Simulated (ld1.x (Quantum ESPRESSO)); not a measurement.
**Scattering properties, TM potential for tungsten (W)**

ld1.x (Quantum ESPRESSO) 7.5 input, shortened:

```
&input
   title='W', zed=74., rel=1, dft='PZ', iswitch=3,
   config='[Xe] 4f14 5d4 6s1.75 6p0.25'
 /
 &inputp
   pseudotype=2, tm=.true., lloc=0,
   nlcc=.true., new_core_ps=.true., rcore=0.45
 /
4
5P  2  1   6.00   0.00  2.10  2.10  0.0
5D  3  2   4.00   0.00  2.15  2.15  0.0
4F  4  3  14.00   0.00  0.65  0.65  0.0
5S  1  0   2.00   0.00  1.25  1.25  0.0
 &test
   configts(1)='4f14 5s2 5p6 5d4 6s1.75 6p0.25'
 /
```

Occupied shells without a wave of their own: 6p, 6s. They enter only through the test configuration that unscreens the potential, and ld1.x also counts them in the model core charge.

The phase is arctan(r·u′/u) with u = r·R(r), unwrapped; energies in Ry, scanned from -8 to 5 Ry. A pole is an energy at which the radial function vanishes at the test radius. The pseudo phase is shifted by a multiple of π to meet the all-electron one at the reference energy, and phase errors are pseudo minus all-electron; the curves can meet again beyond the range given. Levels narrower than the energy grid can be missing from the lists of poles.

```tsv
channel	radius (bohr)	reference energy (Ry)	poles, all-electron	poles, pseudo	unbroken range about the reference energy with phases within 0.05 rad	phase error 1 Ry above the reference energy (rad)
s	2.35	-5.86	-5.79, 3.76	-5.79, 3.42	below -0.6	-0.000
p	2.35	-3.22	-2.99	-2.99	below 0.6	-0.001
d	2.35	-0.37	0.67	0.66	below 4.0	-0.000
f	2.35	-2.49	-2.48, 4.81	-2.48	below 1.7	+0.000
```

A Bessel basis up to 400 Ry misses an occupied level by 0.79 Ry, so cutoffs and ghosts were not judged. ld1.x takes every shell without a wave as core, so the model core holds the 6p, 6s electrons as well and exchange and correlation see them twice. This cancels in the reference configuration, but the file is broken for other ones, and its errors say nothing about a proper core correction.

Phases in the f channel:

```
E (Ry)  all-electron  pseudo
 -8.00         1.428   1.428
 -7.52         1.424   1.424
 -7.04         1.420   1.420
 -6.56         1.415   1.415
 -6.08         1.410   1.410
 -5.60         1.404   1.404
 -5.12         1.397   1.397
 -4.64         1.390   1.390
 -4.16         1.381   1.382
 -3.68         1.371   1.371
 -3.20         1.358   1.358
 -2.72         1.332   1.332
 -2.24        -1.786  -1.786
 -1.76        -1.815  -1.815
 -1.28        -1.840  -1.840
 -0.80        -1.870  -1.869
 -0.32        -1.910  -1.909
  0.16        -1.967  -1.965
  0.64        -2.057  -2.051
  1.12        -2.217  -2.204
  1.60        -2.562  -2.521
  2.08        -3.310  -3.211
  2.56        -4.035  -3.958
  3.04        -4.364  -4.319
  3.52        -4.522  -4.490
  4.00        -4.614  -4.587
  4.48        -4.677  -4.652
  4.96        -4.727  -4.701
```
